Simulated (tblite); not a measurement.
Species: C5H12NP.
SMILES with atom numbers: `[CH3:1][C@@H:2]1[CH2:3][CH2:4][P:5]([NH2:6])[CH2:7]1` (hydrogens: H8, H9, H10 on C1; H11 on C2; H12, H13 on C3; H14, H15 on C4; H16, H17 on N6; H18, H19 on C7)

Geometry (GFN2-xTB, Å), atoms numbered from 1 in this order:
```
atom  x, y, z in Å
C1    -1.7790   -1.4727   -0.0848
C2    -0.5615   -0.5836    0.1292
C3    -0.9285    0.8458    0.5203
C4     0.3683    1.6514    0.5241
P5     1.4704    0.9596   -0.8261
N6     2.5277    0.0808    0.2294
C7     0.2832   -0.4407   -1.1347
H8    -2.4168   -1.0624   -0.8658
H9    -1.4747   -2.4747   -0.3798
H10   -2.3627   -1.5453    0.8304
H11    0.0662   -1.0084    0.9187
H12   -1.6180    1.2522   -0.2242
H13   -1.4182    0.8843    1.4948
H14    0.9006    1.5299    1.4700
H15    0.1864    2.7155    0.3641
H16    3.1284   -0.5285   -0.3203
H17    3.1366    0.7288    0.7228
H18   -0.3474   -0.1720   -1.9870
H19    0.8291   -1.3507   -1.3886
```

Level: GFN2-xTB in tblite, geometry and Hessian alike; calculated harmonic values, unscaled, isolated species. This tight-binding method is rough: wavenumbers can miss measured ones by several per cent, in bad cases by 10 to 20. One conformer, not necessarily the lowest.

Harmonic wavenumbers (cm⁻¹): 78.4, 158.3, 210.9, 218.6, 270.4, 292.0, 309.3, 433.8, 454.0, 498.6, 689.5, 736.4, 756.2, 770.1, 838.1, 876.0, 884.2, 912.7, 950.9, 967.3, 1019.8, 1047.9, 1056.9, 1108.0, 1132.5, 1185.7, 1207.1, 1219.2, 1253.6, 1285.6, 1317.8, 1345.6, 1412.9, 1441.5, 1447.6, 1491.1, 1494.8, 1501.9, 1502.8, 2942.0, 2949.1, 2953.4, 2967.6, 2973.5, 2976.2, 2980.9, 3023.0, 3028.0, 3034.1, 3349.7, 3369.6.

A = 3737, B = 1623, C = 1391 MHz; mass 117.071 u (most abundant isotopes); point group C1, symmetry number 1.

**Question.** Zero-point energy?

**Answer.** ½Σν̃ = 36163 cm⁻¹ = 432.60 kJ/mol.

**Question.** Give the ideal-gas entropy at 298.15 K and 1 bar in the rigid-rotor, harmonic-oscillator model (classical rotation).

**Answer.** Translation 168.26, rotation 117.30, vibration 82.84: S = 368.4 J/(mol K).

**Question.** And Cp and H(298.15 K) − H(0)?

**Answer.** Cp = 141.63 J/(mol K), of which vibrations give 108.37 (their classical limit is 51 R = 424.0); H(298.15 K) − H(0) = 24.45 kJ/mol without the zero-point energy, 14.53 from vibrations.

**Question.** How do the functions run with temperature in this model?

**Answer.** 
| T (K) | S (J/(mol K)) | Cp (J/(mol K)) | H − H(0) (kJ/mol) | G − H(0) (kJ/mol) | ln q(vib) |
| --- | --- | --- | --- | --- | --- |
| 50 | 230.1 | 42.4 | 1.81 | -9.70 | 0.13 |
| 100 | 265.6 | 62.7 | 4.42 | -22.13 | 0.64 |
| 373.15 | 403.7 | 173.8 | 36.28 | -114.34 | 5.61 |
| 500 | 461.4 | 221.5 | 61.47 | -169.24 | 8.30 |
| 750 | 564.9 | 288.5 | 125.85 | -297.84 | 13.73 |
| 1000 | 654.4 | 332.7 | 203.86 | -450.53 | 19.00 |

q(vib) and H(0) count from the zero-point level.

**Question.** Which modes carry the vibrational entropy at 298.15 K?

**Answer.** 78.4 cm⁻¹: 16.45; 158.3 cm⁻¹: 10.75; 210.9 cm⁻¹: 8.52; 218.6 cm⁻¹: 8.25; 270.4 cm⁻¹: 6.67; 292.0 cm⁻¹: 6.12 J/(mol K); the other 45 give 26.09 together.

**Question.** What must be added to the electronic energy to get the Gibbs energy at 298.15 K and 1 bar?

**Answer.** ZPE + [H(298.15 K) − H(0)] − T·S = 432.60 + 24.45 − 109.84 = 347.21 kJ/mol.

Hindered rotation and anharmonicity are outside this model. Other conformers, if any are populated, would add a mixing term that is left out. The structure is chiral; the term R ln 2 for an equal mix with its mirror image is left out.
